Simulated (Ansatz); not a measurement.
Gas-phase electronic energies from Ansatz, PBE0-D4/def2-TZVP geometries. CCSD(T)/CBS adds triple-zeta CCSD(T) − MP2 to the extrapolated MP2 energy (def2 sets, frozen cores). DFT in def2-TZVPP. B3LYP here is the variant with VWN-RPA as its local correlation; programs differ in this. One conformer a species, not always the lowest.

Consider the substitution at a C–O bond: `CCO[SiH3]` + `[SiH3]SS` → `CCSS[SiH3]` + `O[SiH3]`.

`CCO[SiH3]`:

Z-matrix (Å, degrees):
```
C
C 1 1.508
H 1 1.092 2 110.5
H 1 1.093 2 110.4 3 120.1
H 1 1.092 2 110.5 3 -119.9
O 2 1.416 1 109.3 3 59.9
H 2 1.098 1 110.3 3 -60.9
H 2 1.099 1 110.3 3 -179.2
Si 6 1.642 2 122.3 1 -180.0
H 9 1.491 6 111.0 2 59.9
H 9 1.481 6 106.6 2 -180.0
H 9 1.491 6 111.0 2 -59.9
```

`[SiH3]SS`:

Cartesian coordinates in Å:
```
Si 0.335 0.024 -0.954
S -0.620 1.260 0.514
S -1.238 -0.261 1.767
H -0.637 -0.941 -1.522
H 1.470 -0.708 -0.340
H 0.830 0.948 -2.008
H -0.140 -0.322 2.543
```

`CCSS[SiH3]`:

```xyz
13

C     1.818   -0.367    1.174
C     0.341   -0.060    1.284
S    -0.174    1.442    0.415
S     0.161    0.953   -1.559
Si   -1.798    0.173   -1.926
H     2.060   -1.275    1.733
H     2.420    0.453    1.567
H     2.101   -0.530    0.132
H     0.051    0.143    2.321
H    -0.274   -0.891    0.931
H    -1.809   -0.327   -3.327
H    -2.080   -0.948   -0.993
H    -2.818    1.234   -1.753
```

`O[SiH3]`:

Z-matrix (Å, degrees):
```
Si
O 1 1.648
H 1 1.489 2 111.7
H 1 1.489 2 111.7 3 120.9
H 1 1.481 2 105.9 3 -119.6
H 2 0.957 1 117.9 3 -60.5
```

CCSD(T)/CBS gives -0.56 eV.

**Question.** Another level gave -0.51 eV. Which?
A. HF/def2-TZVPP
B. MP2/def2-TZVPP
C. PBE/def2-TZVPP
D. B3LYP/def2-TZVPP

**Answer.** C. PBE -0.51, MP2/def2-TZVPP -0.62, B3LYP -0.41, HF/def2-TZVPP -0.31 eV.

Largest T1 diagnostic among the species: 0.012.

Leaving LDA and LC-ωPBE aside and taking each functional with its dispersion term where it has one, the values, not all of them listed here, spread over 0.13 eV, from revPBE-D4 to CAM-B3LYP-D4. LDA lies −0.03 eV from PBE without D4. At CCSD(T), def2-SVP lies +0.20 eV from the extrapolated value and def2-TZVPP +0.05 eV.
